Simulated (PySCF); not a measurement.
From one molecule to another.

First species: C₆H₁₁NOSi.
Numbering: `[N:1]#[C:2][CH2:3][C@@H:4]1[CH2:5][CH2:6][SiH2:7][O:8][CH2:9]1` (hydrogens: H10, H11 on C3; H12 on C4; H13, H14 on C5; H15, H16 on C6; H17, H18 on Si7; H19, H20 on C9)

Second species: C3H8F3PSi2.
Atom-mapped SMILES: `[CH2:1]=[CH:2][CH2:3][Si@H:4]([PH2:5])[Si:6]([F:7])([F:8])[F:9]` (hydrogens: H10, H11 on C1; H12 on C2; H13, H14 on C3; H15 on Si4; H16, H17 on P5)

Levels: PBE0/pcSseg-1 for HOMO energy, LUMO energy and HOMO–LUMO gap. Geometries: GFN2-xTB. All species are isolated and taken at one optimised geometry, non-relativistic unless stated. Electronic properties by PySCF.

Dipoles, sizes and rotational constants follow the conformer. The torsions of the flexible species, by atom-mapped SMILES:
- `[CH2:1]=[CH:2][CH2:3][Si@H:4]([PH2:5])[Si:6]([F:7])([F:8])[F:9]`: C1–C2–C3–Si4 94°, C2–C3–Si4–P5 56°, C3–Si4–Si6–F7 84°, H–P5–Si4–C3 -84°, H–P5–Si4–C3 -177°

The conformers of `N#CC[C@@H]1CC[SiH2]OC1` aren't listed.

Values for the first species:

- HOMO energy: -7.87 eV
- LUMO energy: 0.42 eV
- HOMO–LUMO gap: 8.29 eV

(1) Estimate the same properties for the second species, and the change in each.

Answers

(1) 
```tsv
property	first	second	second less first
HOMO energy	-7.87 eV	-7.65 eV	+0.22 eV
LUMO energy	0.42 eV	-1.05 eV	-1.47 eV
HOMO–LUMO gap	8.29 eV	6.60 eV	-1.69 eV
```

